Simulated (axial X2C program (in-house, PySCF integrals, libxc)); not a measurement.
Which molecule has these constants?

Calculated with an axial X2C code built on PySCF integrals, spin-free (one-electron X2C) or two-component (2c: spin–orbit coupling with atomic mean-field Coulomb and Gaunt terms, which also bring small scalar terms), in Dyall basis sets with cores contracted in-house; open shells are unrestricted.

A two-component PBE0 calculation in a Dyall 3-zeta basis gave Re = 2.120 Å, ωe = 1373.0 cm⁻¹, De = 2.55 eV, Ω = 0.

Question: Which molecule is it?
A. NaBa⁺
B. LiBa⁺
C. BaH⁺

Answer: C. The others have LiBa⁺ 3.538 Å and 234.4 cm⁻¹ (Ω = 0); NaBa⁺ 3.801 Å and 120.6 cm⁻¹ (Ω = 0).

Each entry is the lowest single determinant of a limited PBE0 search at one distance. De goes to single-determinant-based atoms at the same level (for ions the charge split of lowest energy) and is withheld (n/a) where an atom does not fit its ground term or J level. Main or longest-lived isotopes.
